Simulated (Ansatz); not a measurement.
```yaml
crystal:
  periodic: [false, false, false]
  atoms:
    - {symbol: F, position_ang: [-1.269996, -2.412903, -0.582338]}
    - {symbol: B, position_ang: [-0.617553, -1.183492, -0.817418]}
    - {symbol: Cl, position_ang: [-0.379564, -0.739587, -2.673366]}
    - {symbol: O, position_ang: [-1.456730, -0.019919, -0.141603]}
    - {symbol: C, position_ang: [-0.851252, 1.015771, 0.445465]}
    - {symbol: C, position_ang: [0.577300, 1.072944, 0.700582]}
    - {symbol: C, position_ang: [1.331687, -0.142137, 0.448401]}
    - {symbol: O, position_ang: [0.815010, -1.224940, -0.138532]}
    - {symbol: H, position_ang: [-1.550174, 1.856067, 0.783505]}
    - {symbol: H, position_ang: [1.051174, 1.967599, 1.208101]}
    - {symbol: H, position_ang: [2.418664, -0.249149, 0.788832]}
basis:
  gaussian: {orbitals: cc-pVDZ}
magnetization: {spin_polarized: true, initial_magnetization: 2}
hamiltonian: {xc: {name: B97M-V}}
scf: {lower_state_search: off}
```

```sh
$ ansatz run in.yaml --threads 4 --pin off --events-out ev --progress --plain --max-ram 11315MiB
```

Output, abridged:

```
Functional definition: B97M-V
1538 factors; their error is unknown
mean field evaluation 1: about -23155.0652 eV, gradient 4.4e1 eV
mean field evaluation 2: about -23119.5609 eV, gradient 9.0e1 eV
mean field evaluation 4: about -23166.0619 eV, gradient 6.8e0 eV
mean field evaluation 8: about -23166.2995 eV, gradient 1.9e-1 eV
mean field evaluation 16: about -23166.2085 eV, gradient 3.1e-3 eV
mean field -23166.20853591 eV, -851.3424610746 hartree, gradient 7.5e-6 eV, S^2 2.006406; 0 other end points of the search recorded, 0 dependent functions left out
reference -23166.20858614 eV, -851.3424629204 hartree; 35, 33 occupied and 96, 98 virtual orbitals, 1538 factors
Total energy: -23166.20858614 eV, -851.3424629204 hartree
Checks for a lower state left out: stability, starts, cluster_reference, orbital_swaps, neighbouring_geometries, increment
```

Hardware: 4 threads of an Arm Neoverse V2 on a shared host. Wall time 8.5 s, peak host memory 0.23 GiB.
